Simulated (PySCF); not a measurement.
Job file and geometry (Å, from GFN2-xTB) of an NMR shielding run on SMILES C1=CC=CC=C1OCCC, C9H12O, GIAO PBE0/pcSseg-1 NMR shielding, non-relativistic, gas phase in PySCF; density fitting, a coarse starting grid and PySCF grid level 2 are the driver's defaults:

```
{"job": {"kind": "nmr", "xc": "PBE0", "basis": "pcSseg-1"}, "charge": 0, "multiplicity": 1}
C      3.758023    -0.340761    -0.940514
C      2.706497     0.044042     0.091115
C      1.297063    -0.123096    -0.467132
O      0.380828     0.249328     0.541102
C     -0.952511     0.183928     0.275259
C     -1.800003     0.567260     1.316875
C     -3.168393     0.537774     1.150340
C     -3.718798     0.127187    -0.054411
C     -2.882971    -0.253139    -1.086729
C     -1.506122    -0.228022    -0.932070
H      3.636158    -1.378438    -1.243193
H      4.755892    -0.219167    -0.528072
H      3.673473     0.285844    -1.825667
H      2.805449    -0.579617     0.980753
H      2.839960     1.083030     0.395619
H      1.167743     0.514247    -1.354014
H      1.134413    -1.169856    -0.762361
H     -1.356289     0.883854     2.247771
H     -3.812113     0.836288     1.964680
H     -4.790038     0.104352    -0.184910
H     -3.299494    -0.575528    -2.030180
H     -0.879176    -0.530126    -1.756482
```

Problem. What does the program print?

Solution. 
```
coarse grid: 18304 points
cycle   1  E = -424.6959704179  dE =  1.581e+00  |g| = 5.925e-01  |ddm| = 4.344e+00
cycle   2  E = -424.6665818853  dE =  2.939e-02  |g| = 7.323e-01  |ddm| = 1.286e+00
cycle   3  E = -424.7727402772  dE = -1.062e-01  |g| = 1.063e-01  |ddm| = 7.208e-01
cycle   4  E = -424.7747409767  dE = -2.001e-03  |g| = 3.842e-02  |ddm| = 1.082e-01
cycle   5  E = -424.7750636915  dE = -3.227e-04  |g| = 8.069e-03  |ddm| = 4.052e-02
cycle   6  E = -424.7750763416  dE = -1.265e-05  |g| = 3.930e-03  |ddm| = 1.141e-02
cycle   7  E = -424.7750803522  dE = -4.011e-06  |g| = 8.966e-04  |ddm| = 4.311e-03
final grid: 176544 points
cycle   8  E = -424.8455958541  dE = -4.997e-05  |g| = 1.304e-02  |ddm| = 5.392e-02
cycle   9  E = -424.8455622082  dE =  3.365e-05  |g| = 1.889e-02  |ddm| = 2.327e-02
cycle  10  E = -424.8456311191  dE = -6.891e-05  |g| = 2.265e-03  |ddm| = 1.497e-02
cycle  11  E = -424.8456322569  dE = -1.138e-06  |g| = 2.935e-04  |ddm| = 2.649e-03
cycle  12  E = -424.8456322696  dE = -1.270e-08  |g| = 1.913e-04  |ddm| = 4.622e-04
cycle  13  E = -424.8456322795  dE = -9.857e-09  |g| = 4.080e-05  |ddm| = 2.104e-04
cycle  14  E = -424.8456322799  dE = -4.048e-10  |g| = 1.103e-05  |ddm| = 4.717e-05
converged SCF energy = -424.8456322799

GIAO shielding tensors (ppm)
atom      isotropic    diamagn.    paramagn.     s11        s22        s33       span
  0 C      175.492     245.168     -69.675    168.253    169.699    188.526     20.273
  1 C      159.500     246.727     -87.228    144.366    163.192    170.941     26.575
  2 C      114.655     249.564    -134.909     87.126    101.548    155.290     68.164
  3 O      205.135     402.843    -197.708    119.424    239.478    256.505    137.081
  4 C       20.800     251.810    -231.010    -63.088     10.317    115.170    178.258
  5 C       63.363     252.417    -189.054    -26.071     51.577    164.582    190.654
  6 C       51.872     253.318    -201.445    -58.872     38.805    175.685    234.557
  7 C       61.826     254.197    -192.371    -44.846     51.197    179.128    223.974
  8 C       52.267     252.779    -200.511    -59.074     40.043    175.833    234.907
  9 C       73.958     258.071    -184.113    -15.327     57.180    180.021    195.348
 10 H       30.805      28.435       2.370     26.500     28.965     36.950     10.450
 11 H       30.363      25.409       4.954     25.637     27.702     37.749     12.112
 12 H       30.801      28.320       2.481     26.498     28.951     36.954     10.457
 13 H       29.732      31.686      -1.955     24.900     29.540     34.756      9.857
 14 H       29.733      31.582      -1.849     24.908     29.536     34.755      9.847
 15 H       27.930      34.495      -6.565     23.519     28.995     31.275      7.756
 16 H       27.933      34.650      -6.717     23.524     28.997     31.279      7.755
 17 H       24.447      32.875      -8.428     20.313     24.151     28.876      8.563
 18 H       24.129      29.133      -5.003     20.693     24.753     26.941      6.248
 19 H       24.547      28.354      -3.807     21.224     25.560     26.858      5.634
 20 H       24.133      30.077      -5.944     20.570     24.475     27.354      6.784
 21 H       24.883      35.181     -10.298     20.127     24.235     30.287     10.160
```

Problem. Turn these shieldings into chemical shifts. Referencing at the same level of theory: $^{13}$C (σ = 186.93 ppm), $^{1}$H (σ = 31.72 ppm) vs TMS; $^{17}$O (σ = 336.08 ppm) against H2O.

Solution. Averaging equivalent atoms: C 4: 166.1; C 6/8: 134.9; C 7: 125.1; C 5/9: 118.3; C 2: 72.3; C 1: 27.4; C 0: 11.4; O 3: 130.9; H 18/20: 7.59; H 19: 7.17; H 17/21: 7.05; H 15/16: 3.79; H 13/14: 1.98; H 10/11/12: 1.06 ppm. Experimental scales use liquid or dissolved standards, which lie at an offset from isolated H2O (liquid H2O: subtract about 36 ppm).

Size and cost of the density-fitted run: 230 basis functions, 44 s wall time on 1 thread of an Arm Neoverse V1, shared host.
